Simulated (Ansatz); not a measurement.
NiO₄H₈⁺, that is [Ni(H2O)4]2+ with one electron more. Charge 1, multiplicity 2. Geometry PBE-D4/def2-SVP, that of the charge +2 triplet; atoms count from 1.

Cartesian coordinates in Å:
```
Ni 0.030 -0.291 -0.032
O -0.588 0.297 -1.796
H -1.520 0.503 -2.033
H -0.021 0.680 -2.502
O -1.587 -1.077 0.793
H -2.092 -0.654 1.522
H -2.112 -1.851 0.490
O 0.151 1.122 1.382
H 0.062 2.087 1.225
H 0.635 1.016 2.231
O 1.969 -0.573 -0.332
H 2.701 0.028 -0.072
H 2.372 -1.287 -0.875
```

Q: Estimate the Mulliken populations from the PBE0/def2-TZVP orbitals of Ansatz.

A: 
| atom | charge (e) | spin (α − β) | d electrons |
| --- | --- | --- | --- |
| Ni1 | 0.57 | 0.96 | 8.99 |
| O2 | -0.65 | 0.01 | – |
| H3 | 0.37 | 0.00 | – |
| H4 | 0.37 | 0.00 | – |
| O5 | -0.64 | 0.01 | – |
| H6 | 0.38 | 0.00 | – |
| H7 | 0.38 | 0.00 | – |
| O8 | -0.66 | 0.00 | – |
| H9 | 0.38 | 0.00 | – |
| H10 | 0.37 | 0.00 | – |
| O11 | -0.65 | 0.01 | – |
| H12 | 0.37 | 0.00 | – |
| H13 | 0.39 | 0.00 | – |
Mulliken values depend strongly on the basis.

Q: Where does the spin sit?

A: Summed by element: Ni 0.96, O 0.03, H 0.01, of 1 unpaired in all. Largest on single atoms: Ni1 0.96, O5 0.01, O11 0.01.
